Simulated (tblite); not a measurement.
Species: C6H13OP.
Cartesian coordinates in Å at the GFN2-xTB level; atoms count from 1:
```
atom  x, y, z in Å
C1     2.4455   -0.6881    1.1332
O2     1.0577   -0.6250    0.9533
C3     0.6826   -0.1279   -0.3099
P4     0.9556    1.7393   -0.3764
C5    -0.8051    2.0467    0.1895
C6    -1.4808    0.6930    0.4237
C7    -0.8249   -0.3238   -0.5087
C8    -1.2637   -1.7565   -0.2373
H9     2.9043   -1.3850    0.4203
H10    2.9064    0.3005    1.0030
H11    2.6148   -1.0382    2.1499
H12    1.2681   -0.6267   -1.0999
H13    0.6757    1.7938   -1.7507
H14   -0.7897    2.6474    1.1015
H15   -1.3148    2.6291   -0.5810
H16   -2.5551    0.7582    0.2494
H17   -1.3125    0.3682    1.4509
H18   -1.0602   -0.0603   -1.5471
H19   -0.7773   -2.4409   -0.9290
H20   -2.3407   -1.8482   -0.3571
H21   -0.9948   -2.0389    0.7766
```

Calculated harmonic vibrations of the isolated species, GFN2-xTB (tblite), most abundant isotopes, no scaling. The method is semi-empirical: single wavenumbers can be off by several per cent or more. Modes of hydrogen on phosphorus can be 10 to 20 % off. One conformer, not necessarily the lowest.

Harmonic wavenumbers (cm⁻¹): 77.1, 110.2, 145.3, 181.1, 201.4, 214.0, 262.1, 295.2, 402.1, 433.5, 506.2, 588.5, 704.4, 718.7, 740.1, 849.8, 858.5, 905.3, 952.1, 955.0, 983.2, 1042.3, 1048.7, 1086.9, 1105.6, 1131.4, 1135.5, 1140.9, 1171.8, 1189.1, 1198.0, 1244.1, 1282.8, 1304.5, 1312.2, 1342.5, 1403.2, 1406.9, 1452.5, 1464.3, 1478.6, 1483.1, 1491.1, 1498.7, 2234.1, 2821.2, 2883.4, 2908.0, 2912.4, 2954.5, 2973.0, 2987.8, 3003.4, 3022.9, 3030.6, 3034.2, 3056.2.

A = 1871, B = 1813, C = 1102 MHz; mass 132.070 u (most abundant isotopes); point group C1, symmetry number 1.

Question: Zero-point energy?

Answer: ½Σν̃ = 39160 cm⁻¹ = 468.46 kJ/mol.

Question: What is S at 298.15 K and 1 bar for an ideal gas of classical rigid rotors and harmonic oscillators?

Answer: Translation 169.76, rotation 120.68, vibration 104.13: S = 394.6 J/(mol K).

Question: And Cp and H(298.15 K) − H(0)?

Answer: Cp = 155.60 J/(mol K), of which vibrations give 122.34 (their classical limit is 57 R = 473.9); H(298.15 K) − H(0) = 27.40 kJ/mol without the zero-point energy, 17.48 from vibrations.

Question: Which modes carry the vibrational entropy at 298.15 K?

Answer: 77.1 cm⁻¹: 16.58; 110.2 cm⁻¹: 13.66; 145.3 cm⁻¹: 11.43; 181.1 cm⁻¹: 9.69; 201.4 cm⁻¹: 8.87; 214.0 cm⁻¹: 8.41 J/(mol K); the other 51 give 35.48 together.

Question: What must be added to the electronic energy to get the Gibbs energy at 298.15 K and 1 bar?

Answer: ZPE + [H(298.15 K) − H(0)] − T·S = 468.46 + 27.40 − 117.64 = 378.22 kJ/mol.

Question: How do the functions run with temperature in this model?

Answer: 
```json
{"T (K)": "50", "S (J/(mol K))": "237.1", "Cp (J/(mol K))": "48.1", "H − H(0) (kJ/mol)": "1.89", "G − H(0) (kJ/mol)": "-9.97", "ln q(vib)": "0.18"}
{"T (K)": "100", "S (J/(mol K))": "278.6", "Cp (J/(mol K))": "73.6", "H − H(0) (kJ/mol)": "4.96", "G − H(0) (kJ/mol)": "-22.90", "ln q(vib)": "0.99"}
{"T (K)": "373.15", "S (J/(mol K))": "433.3", "Cp (J/(mol K))": "190.8", "H − H(0) (kJ/mol)": "40.39", "G − H(0) (kJ/mol)": "-121.29", "ln q(vib)": "7.26"}
{"T (K)": "500", "S (J/(mol K))": "496.9", "Cp (J/(mol K))": "244.6", "H − H(0) (kJ/mol)": "68.11", "G − H(0) (kJ/mol)": "-180.32", "ln q(vib)": "10.37"}
{"T (K)": "750", "S (J/(mol K))": "611.8", "Cp (J/(mol K))": "321.8", "H − H(0) (kJ/mol)": "139.62", "G − H(0) (kJ/mol)": "-319.21", "ln q(vib)": "16.57"}
{"T (K)": "1000", "S (J/(mol K))": "711.8", "Cp (J/(mol K))": "372.4", "H − H(0) (kJ/mol)": "226.81", "G − H(0) (kJ/mol)": "-484.94", "ln q(vib)": "22.55"}
```

q(vib) and H(0) count from the zero-point level.

Question: Blend soft modes into free rotors: weight 1/[1 + (100 cm⁻¹/ν̃)⁴] for the oscillator and the rest for a rotor with moment μB/(μ + B), μ = h/(8π²ν), B = 10⁻⁴⁴ kg m². What vibrational entropy results?

Answer: 100.53 J/(mol K) in place of 104.13, which changes −T·S at 298.15 K by +1.07 kJ/mol.

Hindered rotation and anharmonicity are outside this model. Other conformers, if any are populated, would add a mixing term that is left out. The structure is chiral; the term R ln 2 for an equal mix with its mirror image is left out.
